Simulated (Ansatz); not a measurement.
`P[SiH]1CS1` + silanol → `[SiH3]OP` + `C1[SiH2]S1`  (cleavage of the P–Si bond)

Isolated molecules relaxed with PBE0-D4/def2-TZVP in Ansatz; ΔE leaves out vibrations. CCSD(T)/CBS is the MP2 limit (def2-TZVPP, def2-QZVPP) plus CCSD(T) − MP2 in def2-TZVPP, frozen cores. Functionals use def2-TZVPP. B3LYP here is the variant with VWN-RPA as its local correlation; programs differ in this. Each species was taken in one conformer, which may not be the lowest.

`P[SiH]1CS1`:

Cartesian coordinates in Å:
```
P 1.143 -1.764 -0.111
Si -0.573 -0.327 -0.117
C -0.266 1.451 -0.478
S -0.796 1.200 1.292
H 0.609 -2.523 0.965
H 1.919 -0.932 0.738
H -1.805 -0.945 -0.660
H 0.752 1.818 -0.568
H -0.983 2.021 -1.062
```

`O[SiH3]`:

Z-matrix (Å, degrees):
```
Si
O 1 1.648
H 1 1.489 2 111.7
H 1 1.489 2 111.7 3 120.9
H 1 1.481 2 105.9 3 -119.6
H 2 0.957 1 117.9 3 -60.5
```

`[SiH3]OP`:

Cartesian coordinates in Å:
```
Si 1.265 -0.112 0.280
O -0.164 0.139 -0.506
P -1.694 -0.138 0.030
H 1.559 1.022 1.193
H 2.312 -0.200 -0.763
H 1.206 -1.371 1.068
H -2.272 -0.524 -1.214
H -2.213 1.185 -0.088
```

`C1[SiH2]S1`:

Cartesian coordinates in Å:
```
C 0.720 -0.210 0.566
Si -0.773 0.148 -0.446
S 1.173 0.593 -1.052
H 1.083 -1.229 0.654
H 0.950 0.408 1.429
H -1.667 1.257 -0.049
H -1.486 -0.968 -1.103
```

```json
{"level": "LDA (SPW92)", "ΔE (kcal/mol)": "12.6", "difference from CCSD(T)/CBS": "2.8"}
{"level": "PBE-D4", "ΔE (kcal/mol)": "13.0", "difference from CCSD(T)/CBS": "3.2"}
{"level": "B97M-V", "ΔE (kcal/mol)": "10.8", "difference from CCSD(T)/CBS": "1.0"}
{"level": "B3LYP-D4", "ΔE (kcal/mol)": "8.5", "difference from CCSD(T)/CBS": "-1.3"}
{"level": "r2SCANh-D4", "ΔE (kcal/mol)": "11.1", "difference from CCSD(T)/CBS": "1.3"}
{"level": "BHLYP-D4", "ΔE (kcal/mol)": "7.0", "difference from CCSD(T)/CBS": "-2.8"}
{"level": "revPBE", "ΔE (kcal/mol)": "12.4", "difference from CCSD(T)/CBS": "2.6"}
{"level": "BLYP", "ΔE (kcal/mol)": "8.0", "difference from CCSD(T)/CBS": "-1.8"}
{"level": "r2SCAN0", "ΔE (kcal/mol)": "10.7", "difference from CCSD(T)/CBS": "0.9"}
{"level": "RPA@PBE/def2-TZVPP", "ΔE (kcal/mol)": "7.5", "difference from CCSD(T)/CBS": "-2.3"}
{"level": "MP2/def2-SVP", "ΔE (kcal/mol)": "10.8", "difference from CCSD(T)/CBS": "1.0"}
{"level": "CCSD(T)/def2-SVP", "ΔE (kcal/mol)": "9.7", "difference from CCSD(T)/CBS": "-0.1"}
{"level": "MP2/def2-TZVPP", "ΔE (kcal/mol)": "10.5", "difference from CCSD(T)/CBS": "0.7"}
{"level": "CCSD(T)/def2-TZVPP", "ΔE (kcal/mol)": "9.6", "difference from CCSD(T)/CBS": "-0.2"}
{"level": "HF/def2-QZVPP", "ΔE (kcal/mol)": "2.4", "difference from CCSD(T)/CBS": "-7.4"}
{"level": "SCS-MP2/def2-QZVPP", "ΔE (kcal/mol)": "7.9", "difference from CCSD(T)/CBS": "-1.9"}
{"level": "CCSD(T)/CBS", "ΔE (kcal/mol)": "9.8", "difference from CCSD(T)/CBS": "0"}
```

Largest T1 diagnostic among the species: 0.013.

The D4 term adds +0.8 kcal/mol with B3LYP and +0.5 kcal/mol with PBE0; it sums over pairs of atoms, weighted by their polarisabilities, and B3LYP, whose exchange is more repulsive, gets the larger term. Leaving LDA and LC-ωPBE aside and taking each functional with its dispersion term where it has one, the values, not all of them listed here, spread over 6.0 kcal/mol, from CAM-B3LYP-D4 to PBE-D4. From BLYP to BHLYP (50 % exact exchange), in def2-TZVPP and without D4, ΔE moves by −1.8 kcal/mol.
